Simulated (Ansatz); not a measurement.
## Two structures, one formula

The two ends of one reaction step of SiH₂OF₂, closed shell (PBE0-D4/def2-TZVP).

A:

```
6
angstrom
Si 0.3398 -0.0773 0.5665
H -0.8743 0.2429 -1.2130
O 1.5837 -0.8108 0.1497
H -0.2405 -0.1291 -1.4180
F 0.1684 1.4699 0.7612
F -0.9772 -0.6956 1.1535
```

B:

```tsv
atom	x (Å)	y (Å)	z (Å)
Si1	-0.3305	0.1760	0.0975
H2	-1.5553	0.4899	-0.6379
O3	0.6876	-0.5813	-0.9000
H4	1.5502	-0.8683	-0.5967
F5	0.3142	1.5022	0.6760
F6	-0.6663	-0.7184	1.3611
```

Program: Ansatz 0.2.0. Basis: def2-TZVPP. Cores are frozen in the correlated methods. B3LYP uses VWN-RPA correlation.

(1) Which structure is lower at CCSD(T), and by how much? (An estimate is asked for; the value comes from the calculation.)

T1 diagnostic: at most 0.015.

## Answers

(1) Computed: B, by 243.2 kJ/mol (electronic energy, against the other). By their contacts, A is a complex of SiOF₂ ([O][Si]([F])[F]) + H₂ and B is SiH₂OF₂ ([OH][SiH]([F])[F]).

All methods give the same order:

```json
{"method": "SPW92", "E(B) − E(A) (kJ/mol)": "-232.9"}
{"method": "PBE-D4", "E(B) − E(A) (kJ/mol)": "-217.6"}
{"method": "BLYP-D4", "E(B) − E(A) (kJ/mol)": "-211.9"}
{"method": "r2SCAN-D4", "E(B) − E(A) (kJ/mol)": "-231.7"}
{"method": "B97M-V", "E(B) − E(A) (kJ/mol)": "-235.7"}
{"method": "PBE0-D4", "E(B) − E(A) (kJ/mol)": "-243.9"}
{"method": "B3LYP-D4", "E(B) − E(A) (kJ/mol)": "-235.2"}
{"method": "r2SCAN0-D4", "E(B) − E(A) (kJ/mol)": "-250.8"}
{"method": "BHLYP-D4", "E(B) − E(A) (kJ/mol)": "-263.0"}
{"method": "CAM-B3LYP-D4", "E(B) − E(A) (kJ/mol)": "-247.9"}
{"method": "wB97X-V", "E(B) − E(A) (kJ/mol)": "-247.0"}
{"method": "wB97M-V", "E(B) − E(A) (kJ/mol)": "-241.2"}
{"method": "B2PLYP", "E(B) − E(A) (kJ/mol)": "-235.9"}
{"method": "PBE-QIDH", "E(B) − E(A) (kJ/mol)": "-252.1"}
{"method": "RPA on PBE", "E(B) − E(A) (kJ/mol)": "-235.6"}
{"method": "HF", "E(B) − E(A) (kJ/mol)": "-287.7"}
{"method": "MP2", "E(B) − E(A) (kJ/mol)": "-235.1"}
{"method": "CCSD", "E(B) − E(A) (kJ/mol)": "-252.6"}
{"method": "CCSD(T)", "E(B) − E(A) (kJ/mol)": "-243.2"}
```

Labels in which every atom is bracketed show which atoms are joined, not bond orders.

For scale, one of the runs: CCSD(T)/def2-TZVPP, 163 basis functions, launched by `ansatz run in.yaml --threads 2 --pin off --events-out ev --progress --plain --max-ram 4352MiB`. Time: 45 s of wall clock on 2 CPU threads of an Arm Neoverse V1; the host was shared. Peak host memory: 1.3 GiB.
